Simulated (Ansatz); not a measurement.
Born–Oppenheimer molecular dynamics of FH5W (7 atoms, charge 0, multiplicity 1). It starts from a relaxed structure.

The calculation used RKS BHLYP/def2-SVP (Ansatz 0.2.0).

| Item | Value |
| --- | --- |
| ensemble | NVE (velocity Verlet) |
| time step | 0.5 fs |
| steps asked | 500 |
| starting velocities drawn for | 400 K |
| seed | 882786 |

First frame:

```xyz
7
Properties=species:S:1:pos:R:3
W 0.000 0.000 0.502
F 0.000 0.000 2.436
H 1.404 0.000 -0.404
H 0.000 1.404 -0.404
H -1.404 0.000 -0.404
H 0.000 -1.404 -0.404
H 0.000 0.000 -1.192
```

(1) How far do the bonds stretch over the last three quarters of this one trajectory? (Pairs bonded in most of those frames.)

## Answers

(1) 
| bond | mean (Å) | spread (Å) | shortest | longest |
| --- | --- | --- | --- | --- |
| W1–F2 | 1.857 | 0.066 | 1.73 | 1.97 |
| W1–H3 | 1.701 | 0.050 | 1.60 | 1.79 |
| W1–H4 | 1.712 | 0.051 | 1.61 | 1.80 |
| W1–H5 | 1.695 | 0.027 | 1.64 | 1.75 |
| W1–H6 | 1.688 | 0.043 | 1.62 | 1.77 |
| W1–H7 | 1.694 | 0.029 | 1.64 | 1.76 |

Mean temperature of the second half: 1273 K. The conserved energy stayed within 0.15 meV per atom of its start (net change 0.05 meV per atom), so the integration is sound. The kinetic energy rose, since the run started high on the potential surface and went downhill. A run of 0.25 ps of so small a system gives no equilibrium averages.

The run took 31 min on 1 thread of Intel(R) Xeon(R) Platinum 8259CL CPU @ 2.50GHz (Skylake/Cascade Lake) (shared host), peak memory 0.15 GiB.
